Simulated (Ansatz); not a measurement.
`O[Si]([SiH3])([SiH3])S` → `[SiH3][SiH2]O[SiH2]S`  (isomerisation)

Gas-phase electronic energies from Ansatz, PBE0-D4/def2-TZVP geometries. CCSD(T)/CBS is the MP2 limit (def2-TZVPP, def2-QZVPP) plus CCSD(T) − MP2 in def2-TZVPP, frozen cores. Functionals use def2-TZVPP. B3LYP here is the variant with VWN-RPA as its local correlation; programs differ in this. One conformer a species, not always the lowest.

(1) Is it downhill or uphill in electronic energy at CCSD(T)/CBS, and by how much? (Estimate.)

(2) What do these levels give: r2SCAN-D4, PBE0-D4, B3LYP-D4, ωB97X-V, PBE0, MP2/def2-QZVPP? (Estimate.)

Largest T1 diagnostic among the species: 0.013.

Results:

(1) The calculation gave: Downhill: ΔE = -1.04 eV.

(2) The calculation gave: r2SCAN-D4 -0.96, PBE0-D4 -0.85, B3LYP-D4 -1.03, ωB97X-V -1.03, PBE0 -0.86, MP2/def2-QZVPP -1.10 eV.

In def2-TZVPP, CCSD(T) changes the Hartree–Fock value by +0.30 eV (the triples alone add +0.05 eV) and MP2 by +0.26 eV. From PBE to PBE0 (25 % exact exchange), in def2-TZVPP and without D4, ΔE moves by −0.10 eV.
